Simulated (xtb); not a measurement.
PbBrI, SMILES [Br][Pb][I] (connectivity only; charge and spin as stated), neutral, multiplicity 1. All values are semi-empirical tight-binding results from xtb (GFN2-xTB unless named), good for trends rather than for accurate numbers. Geometry optimised at GFN2-xTB.

Optimised geometry:

Bonds (Å): Pb1–Br2 2.588, Pb1–I3 2.734. Bond angles (°): Br2–Pb1–I3 102.1.

For metal compounds this method's bond lengths and energies can be far off.

### Question
Estimate the properties. (An estimate is asked for; the answer gives what the named calculation found.)

### Answer

```json
{
  "point_group_as_xtb_finds_it": "Cs",
  "orbital_gap": "2.68 eV",
  "zero_point_energy": "0.6 kcal/mol",
  "G − E(el) at 298.15 K (modified RRHO)": "-20.6 kcal/mol"
}
```

Computed atomic charges and the Wiberg bond orders between heavy atoms:
charges (e) Pb1 0.62, Br2 -0.36, I3 -0.26. Bond orders Pb1–Br2 1.00, Pb1–I3 1.06.
